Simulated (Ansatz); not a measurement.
Input file for Ansatz (a program for electronic structure): R-wB97M-V/def2-TZVPP on C3H6N2 (SMILES CN=C=NC).

Ansatz 0.2 input:
```yaml
crystal:
  periodic: [false, false, false]
  atoms:
    - {symbol: C, position_ang: [2.06216152, 0.70167482, 0.84468214]}
    - {symbol: N, position_ang: [1.15930134, -0.39841109, 0.60698817]}
    - {symbol: C, position_ang: [-0.03706803, -0.39714834, 0.36501534]}
    - {symbol: N, position_ang: [-1.24471761, -0.51672867, 0.23410792]}
    - {symbol: C, position_ang: [-2.05029781, -0.57452278, -0.96152689]}
    - {symbol: H, position_ang: [2.52926929, 0.59089279, 1.83691891]}
    - {symbol: H, position_ang: [2.87732014, 0.68526438, 0.10281810]}
    - {symbol: H, position_ang: [1.57165691, 1.69005906, 0.80128439]}
    - {symbol: H, position_ang: [-2.79076815, 0.24204301, -0.95506499]}
    - {symbol: H, position_ang: [-1.46083244, -0.50272059, -1.89252508]}
    - {symbol: H, position_ang: [-2.61602517, -1.52030259, -0.98269802]}
basis:
  gaussian:
    orbitals: def2-TZVPP
hamiltonian:
  xc: {name: wB97M-V}
scf: {lower_state_search: off}
```

It printed:

```
WARN ansatz: RAYON_NUM_THREADS=8 ignored (pool sized by the plan → 8); use --threads N
Functional definition: wB97M-V
these checks for a lower state are left out or cut short: stability, starts, cluster_reference, orbital_swaps, neighbouring_geometries, increment
integrals: 0.17 GiB planned
1204 factors; their error is unknown
integrals: 0.21 GiB planned
303 factors; integrals over basis functions are off by at most 9.1e-6 eV
mean field: 1.68 GiB planned
mean field evaluation 1: about -6182.8589 eV, gradient 4.8e1 eV
mean field evaluation 2: about -6184.2903 eV, gradient 4.1e1 eV
mean field evaluation 4: about -6187.3688 eV, gradient 1.5e0 eV
mean field evaluation 8: about -6187.3861 eV, gradient 5.0e-2 eV
mean field evaluation 16: about -6187.3758 eV, gradient 5.9e-5 eV
mean field -6187.37580009 eV, -227.3818666994 hartree, gradient 2.4e-6 eV, S^2 0.000000; 0 other end points of the search recorded, 0 dependent functions left out
reference -6187.37585021 eV, -227.3818685414 hartree; 19, 19 occupied and 220, 220 virtual orbitals, 1204 factors
Total energy: -6187.37585021 eV, -227.3818685414 hartree
Checks for a lower state left out: stability, starts, cluster_reference, orbital_swaps, neighbouring_geometries, increment
```

Self-consistency was reached.

Cost: around 11 core-seconds (rough).
